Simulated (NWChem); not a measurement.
System: CHAgO2; SMILES [O+]#[C-]->[Ag][OH]

Here is an NWChem input.

```
start job
memory heap 200 mb stack 900 mb global 1100 mb
geometry units angstroms
  Ag    -0.040046     0.193881    -0.148636
  O     -0.362752     1.668942    -1.263220
  H     -0.360487     2.352737    -1.921627
  O      0.460318    -2.169119     1.651771
  C      0.259935    -1.272407     0.978574
end
basis spherical
  * library def2-svp
end
ecp
  Ag library def2-ecp
end
dft
  xc pbe0
  iterations 150
end
driver
  maxiter 120
end
task dft optimize
dft
  grid fine
  convergence energy 1d-8 density 1d-7
end
task dft freq numerical
```

Excerpt of the output:

```
             Northwest Computational Chemistry Package (NWChem) 7.3.0
             --------------------------------------------------------

 CS  symmetry detected

 AUTOZ failed to generate good internal coordinates.
 Cartesian coordinates will be used in optimizations.

                             Geometry "geometry" -> ""
                             -------------------------

 Output coordinates in angstroms (scale by  1.889725989 to convert to a.u.)

  No.       Tag          Charge          X              Y              Z
 ---- ---------------- ---------- -------------- -------------- --------------
    1 Ag                  47.0000    -0.00022557     0.25031875     0.00000000
    2 O                    8.0000    -0.01645764     2.12701214     0.00000000
    3 H                    1.0000     0.17494766     3.05676723     0.00000000
    4 O                    8.0000     0.00435823    -2.76225116     0.00000000
    5 C                    6.0000    -0.01125845    -1.62330602     0.00000000

 Effective nuclear repulsion energy (a.u.)     302.4192046965

      Symmetry information
      --------------------

 Group name             Cs
 Group number              2
 Group order               2
 No. of unique centers     5

                           NWChem Geometry Optimization
                           ----------------------------

 maximum gradient threshold         (gmax) =   0.000450
 rms gradient threshold             (grms) =   0.000300
 maximum cartesian step threshold   (xmax) =   0.001800
 rms cartesian step threshold       (xrms) =   0.001200
 fixed trust radius                (trust) =   0.300000
 source of zmatrix                         =

          -------------------
          Energy Minimization
          -------------------

 Using diagonal initial Hessian

          --------
          Step   0

                                 NWChem DFT Module
                                 -----------------

[...]

      ----------------------
      Optimization converged
      ----------------------

  Step       Energy      Delta E   Gmax     Grms     Xrms     Xmax
  ---- ---------------- -------- -------- -------- -------- --------
@   17    -335.74431944 -2.1D-07  0.00017  0.00006  0.00035  0.00068
                                     ok       ok       ok       ok

                         Geometry "geometry" -> "geometry"
                         ---------------------------------

 Output coordinates in angstroms (scale by  1.889725989 to convert to a.u.)

  No.       Tag          Charge          X              Y              Z
 ---- ---------------- ---------- -------------- -------------- --------------
    1 Ag                  47.0000    -0.12819072     0.34820728     0.00000000
    2 O                    8.0000    -0.34376945     2.29198683     0.00000000
    3 H                    1.0000     0.50121352     2.75449396     0.00000000
    4 O                    8.0000     0.11385377    -2.73518100     0.00000000
    5 C                    6.0000     0.00825712    -1.61096614     0.00000000

 Effective nuclear repulsion energy (a.u.)     293.6278619110

      Symmetry information
      --------------------

 Group name             Cs
 Group number              2
 Group order               2
 No. of unique centers     5

[...]

 Rotational Constants
 --------------------
 A=  22.901808 cm-1  ( 32.949857 K)
 B=   0.065917 cm-1  (  0.094838 K)
 C=   0.065728 cm-1  (  0.094566 K)

 Temperature                      =   298.15K
 frequency scaling parameter      =   1.0000

 Zero-Point correction to Energy  =   12.444 kcal/mol  (  0.019831 au)
 Thermal correction to Energy     =   16.011 kcal/mol  (  0.025516 au)
 Thermal correction to Enthalpy   =   16.604 kcal/mol  (  0.026460 au)

 Total Entropy                    =   74.738 cal/mol-K
   - Translational                =   40.946 cal/mol-K (mol. weight = 151.9027)
   - Rotational                   =   22.303 cal/mol-K (symmetry #  =        1)
   - Vibrational                  =   11.490 cal/mol-K

 Cv (constant volume heat capacity) =   16.428 cal/mol-K
   - Translational                  =    2.979 cal/mol-K
   - Rotational                     =    2.979 cal/mol-K
   - Vibrational                    =   10.469 cal/mol-K

[normal modes left out]

 ----------------------------------------------------------------------------
 Normal Eigenvalue ||           Projected Infra Red Intensities
  Mode   [cm**-1]  || [atomic units] [(debye/angs)**2] [(KM/mol)] [arbitrary]
 ------ ---------- || -------------- ----------------- ---------- -----------
    1       -0.000 ||    0.000000           0.000         0.000       0.000
    2       -0.000 ||    0.004380           0.101         4.269       0.730
    3        0.000 ||    0.081472           1.880        79.423      13.589
    4        0.000 ||    0.001969           0.045         1.920       0.328
    5        0.000 ||    0.001821           0.042         1.775       0.304
    6        0.000 ||    0.000748           0.017         0.729       0.125
    7       91.572 ||    0.005731           0.132         5.587       0.956
    8       92.179 ||    0.004809           0.111         4.688       0.802
    9      331.939 ||    0.004377           0.101         4.267       0.730
   10      349.577 ||    0.002891           0.067         2.818       0.482
   11      364.298 ||    0.029030           0.670        28.300       4.842
   12      604.709 ||    0.062958           1.452        61.375      10.501
   13      713.433 ||    0.114016           2.630       111.148      19.017
   14     2266.346 ||    0.540704          12.474       527.105      90.187
   15     3894.986 ||    0.044398           1.024        43.281       7.405
 ----------------------------------------------------------------------------
```

Level: PBE0/def2-SVP with def2 effective core potentials on Ag. def2 effective core potentials on Ag; no spin-orbit coupling.
